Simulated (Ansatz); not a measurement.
Mulliken charges of CH$_{5}$BS$_{2}$ (`BSCS`) from ωB97M-V/def2-TZVPP in Ansatz (PBE0-D4/def2-TZVP geometry).

```tsv
atom	x (Å)	y (Å)	z (Å)	charge (e)
B1	-1.217	1.179	0.525	-0.222
S2	0.304	0.543	1.116	-0.002
C3	0.586	-0.947	0.117	-0.226
S4	1.934	-0.804	-1.066	-0.124
H5	-1.814	0.626	-0.349	0.071
H6	-1.604	2.180	1.041	0.085
H7	-0.347	-1.222	-0.372	0.152
H8	0.878	-1.751	0.793	0.156
H9	1.369	0.150	-1.822	0.110
```

Problem. By hand: the dipole of these point charges (1 e Å = 4.8032 D).

Solution. Σ q r = (-0.133, -0.162, -0.083) e Å, of length 0.225 e Å = 1.08 D.

Problem. How does the dipole of the full density compare? (Best estimate.)

Solution. Computed: (-0.134, -0.162, -0.075) e Å, 1.07 D; the point charges give 1.01 times that, at 2° from its direction.

Point charges leave out the atoms' own dipoles, such as those of lone pairs, and Mulliken's split depends on the basis, so the close match here is no proof of good charges.
